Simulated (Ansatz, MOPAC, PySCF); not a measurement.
Molecule: CaF, net charge 0, doublet state. SMILES: [F][Ca]
Coordinates optimised at B3LYP-D3(BJ)/def2-TZVP (Ansatz, a program for electronic structure):
```xyz
2

Ca     0.0000     0.0000    -0.6086
F      0.0000     0.0000     1.3525
```
Charge 0, spin multiplicity 2.

Wanted: size of the dipole moment, in D. Terms: 6-31G* and kin with 6d, 5d where marked; spin-orbit terms left out; non-relativistic; 6-311+G** with 5d; open shells spin-unrestricted; LANL2DZ with its own core potentials from Na on. First-principles rows: single points at B3LYP-D3(BJ) geometries (Ansatz). Semi-empirical rows: dipoles at the shared geometry. The spin state of an ion or metal species was assumed, not searched.

```json
[
 {"level": "AM1", "program": "MOPAC", "size of the dipole moment (D)": "2.68"},
 {"level": "PM3", "program": "MOPAC", "size of the dipole moment (D)": "2.72"},
 {"level": "MNDO", "program": "MOPAC", "size of the dipole moment (D)": "2.98"},
 {"level": "PBE/6-31G*", "program": "Ansatz", "size of the dipole moment (D)": "2.55"},
 {"level": "PBE/def2-SVP", "program": "Ansatz", "size of the dipole moment (D)": "3.11"},
 {"level": "PBE/6-311+G**", "program": "Ansatz", "size of the dipole moment (D)": "2.96"},
 {"level": "BP86/def2-SVP", "program": "PySCF", "size of the dipole moment (D)": "3.20"},
 {"level": "BP86/6-31G* with LANL2DZ past Ar (5d)", "program": "PySCF", "size of the dipole moment (D)": "2.54"},
 {"level": "B3LYP/STO-3G", "program": "Ansatz", "size of the dipole moment (D)": "0.80"},
 {"level": "B3LYP/6-31G*", "program": "Ansatz", "size of the dipole moment (D)": "2.92"},
 {"level": "B3LYP/def2-SVP", "program": "Ansatz", "size of the dipole moment (D)": "3.46"},
 {"level": "B3LYP/6-31G* with LANL2DZ past Ar", "program": "Ansatz", "size of the dipole moment (D)": "2.95"},
 {"level": "PBE0/6-31G* with LANL2DZ past Ar", "program": "Ansatz", "size of the dipole moment (D)": "2.89"},
 {"level": "M06-2X/6-31G* with LANL2DZ past Ar (5d)", "program": "PySCF", "size of the dipole moment (D)": "3.05"}
]
```

No value to compare with is used here. The 14 habitual levels span 0.80 (B3LYP/STO-3G) to 3.46 D (B3LYP/def2-SVP).

The levels are drawn from those run, B3LYP/6-31G* more often than the rest, none by its result; runs whose electronic state is in doubt are left out.
